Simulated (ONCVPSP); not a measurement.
# Building the ONCV potential for Mn (Z = 25) (BLYP, fully relativistic).

manganese (Mn), optimised norm-conserving Vanderbilt (ONCV), made with ONCVPSP 4.0.1 (BLYP, fully relativistic). Core [Ne], reference 3s2 3p6 3d5 4s1 4p1. Waves: 3s+4s: rc 1.15 bohr, ncon 5, nbas 10, qcut 11.1 1/bohr, 2 projectors; 3p+4p: rc 1.55 bohr, ncon 4, nbas 9, qcut 9.3 1/bohr, 2 projectors; 3d: rc 1.55 bohr, ncon 4, nbas 8, qcut 12 1/bohr, 3 projectors, debl 0.8 Ha. Local part: polynomial inside 0.90 bohr (lpopt 5, dvloc0 0 Ha). Core correction: none.

Open shells are filled in proportion to 2j + 1.

(1) Estimate the cutoffs (Ha) at which the residual kinetic energy of the hardest occupied pseudo-wave falls to 1 and 0.1 mHa per electron.

(2) Does the potential have ghost states?

(3) Tests: 3s2 3p6 3d5 4s2 4p0; 3s2 3p6 3d5 4s1 4p0; 3s2 3p6 3d5 4s0 4p0; 3s2 3p6 3d5 4s1.5 4p0. Which has the largest error in its energy relative to the reference configuration, and how large is it?

Answers

(1) 48 Ha and 55 Ha.

(2) No bound ghost flagged; no localised positive-energy state flagged.

(3) 3s2 3p6 3d5 4s0 4p0, with +2.7 meV (all-electron minus pseudo) on +20.29 eV.
